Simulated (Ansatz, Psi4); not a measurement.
Here is a job for Ansatz (a first-principles code).
Ansatz 0.2 input:
```yaml
crystal:
  periodic: [false, false, false]
  atoms:
    - {symbol: S, position_ang: [-0.00036152, -0.00213359, 0.10390253]}
    - {symbol: H, position_ang: [-0.03847239, 1.00861520, -0.81100328]}
    - {symbol: H, position_ang: [0.04425671, -0.97447779, -0.85143727]}
basis:
  gaussian:
    orbitals: STO-3G
total_charge: 1
magnetization: {spin_polarized: true, initial_magnetization: 1}
correlation: {method: ccsd_t, electrons: outside_noble_gas}
accuracy: high
```

Task: Give the equivalent Psi4 input.

Result: One answer among several that fit: 
```
memory 2 GB

molecule {
1 2
S    -0.00036152   -0.00213359    0.10390253
H    -0.03847239    1.00861520   -0.81100328
H     0.04425671   -0.97447779   -0.85143727
}

set {
  basis sto-3g
  reference uhf
  freeze_core true
  mp2_type conv
  scf_type pk
  puream true
  d_convergence 1e-8
}

energy('ccsd(t)')
print_variables()
```

Both were run: Ansatz gave -394.105816 Eh and Psi4 -394.105816 Eh, 0.000 mEh apart.
